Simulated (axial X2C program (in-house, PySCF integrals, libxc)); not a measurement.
# Potential curves of ZrS⁻, with spin–orbit coupling

Calculated with an axial X2C code built on PySCF integrals. Two-component (2c) means X2C with spin–orbit coupling and atomic mean-field two-electron Coulomb and Gaunt terms. Basis: Zr dyall-acv3z [12s13p10d6f3g], S dyall-av3z [9s8p3d2f] (cores contracted in-house); Gaussian nuclei, density fitting, unrestricted open shells. Masses: Zr 89.905 u, S 31.972 u.

State: Ω = 3/2 (⟨Sz⟩ = -0.50, ⟨Lz⟩ = 2.00 at BHandHLYP). Energies in eV from the lowest point of each curve. Fits are polynomials in 1 − R0/R over 0.85 to 1.23 times the lowest point R0.

| R (Å) | BHandHLYP |
| --- | --- |
| 1.9070 | 1.8790 |
| 1.9947 | 0.9099 |
| 2.0605 | 0.4496 |
| 2.1262 | 0.1677 |
| 2.1920 | 0.0265 |
| 2.2687 | 0.0000 |
| 2.3454 | 0.0856 |
| 2.4441 | 0.3122 |
| 2.5646 | 0.7014 |
| 2.7400 | 1.3717 |

Density functionals use the spin component along the axis (collinear). The functionals have no current-density term, which raises determinants with orbital currents, atoms included. The state is one determinant with fixed occupations, lowest in a PBE0 search at one distance only: followed along the bond, the 2c determinant Ω = 5/2 reaches 0.67 eV lower at PBE0, at Re = 2.495 Å, so the state shown is not the lowest. The determinant is spin-polarised beyond a pure state at some levels (its spin-free form has ⟨S²⟩ too high), which makes Re and μ there less reliable.

Question: Fit the BHandHLYP curve near its minimum: give the equilibrium distance and the harmonic wavenumber.

Answer: At BHandHLYP, 2c: Re = 2.246 Å, ωe ≈ 489 cm⁻¹; Be follows as 0.142 cm⁻¹.
